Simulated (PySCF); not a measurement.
## Correlation energy of N⁺ (nitrogen, charge +1)

[He] 2s2 2p2, high-spin 3P determinant. Computed with PySCF 2.14 in Sapporo-DZP-2012 (4s3p1d, 18 functions), with the spin-free X2C one-electron Hamiltonian (Gaussian nucleus). Frozen: 1s2; 4 electrons correlated.

MP2 pair energies summed by pair of shells (mhartree):

```
 pair  energy  share (%)
2s-2p  -34.98       59.7
2s-2s  -17.90       30.5
2p-2p   -5.74        9.8
```

Total MP2 correlation energy: -58.62 mhartree.

Same-spin part -9.98 and opposite-spin part -48.64 mhartree; SCS-MP2 scales them by 1/3 and 6/5 to -61.70 mhartree.

| level | correlation energy (mhartree) |
| --- | --- |
| CCSD | -81.76 |
| (T) | -0.87 |
| CCSD(T) | -82.63 |

Diagnostics: T1 = 0.0064, D1 = 0.0122, largest double amplitude 0.123.

Problem. Is a single reference adequate?

Solution. Mostly. T1 lies below 0.03, but a double amplitude of this size points to a near-degeneracy that CCSD handles and MP2 describes poorly.
